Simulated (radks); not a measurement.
Polarisability of the krypton ion Kr8+, [Ar] 3d10, at imaginary frequency. Method: scalar-relativistic Kohn-Sham, LDA (Slater exchange, VWN5 correlation), spin-polarised, spherical densities, finite nucleus; Fermi nuclear charge, rms radius 4.1884 fm; computed with a radial shooting solver on a logarithmic mesh with Libxc functionals. Response by self-consistent Sternheimer equations with the Hartree and adiabatic LDA kernel, the relativistic mass of each level held fixed and spin-orbit coupling left out.

| w (hartree) | alpha1(iw) (bohr^3) | alpha2(iw) (bohr^5) |
|---|---|---|
| 0.00266 | 0.2132 | 0.1449 |
| 0.0143 | 0.2132 | 0.1449 |
| 0.0360 | 0.2132 | 0.1449 |
| 0.0697 | 0.2131 | 0.1448 |
| 0.118 | 0.2131 | 0.1448 |
| 0.186 | 0.2130 | 0.1447 |
| 0.280 | 0.2127 | 0.1444 |
| 0.413 | 0.2122 | 0.1438 |
| 0.605 | 0.2111 | 0.1427 |
| 0.892 | 0.2087 | 0.1403 |
| 1.35 | 0.2034 | 0.1353 |
| 2.12 | 0.1913 | 0.1247 |
| 3.59 | 0.1639 | 0.1044 |
| 6.94 | 0.1100 | 0.07018 |
| 17.5 | 0.03904 | 0.02564 |

Static values: alpha1 = 0.2132 bohr^3 (0.03159 angstrom^3; uncoupled 0.2471), alpha2 = 0.1449 bohr^5, alpha3 = 0.1461 bohr^7. C6 = 0.2497, C8 = 0.8131, triple-dipole C9 = 0.03779 atomic units. One-pole (London) frequency 4 C6 / (3 alpha1^2) = 7.328 hartree, against 7.921 for minus the highest occupied eigenvalue.
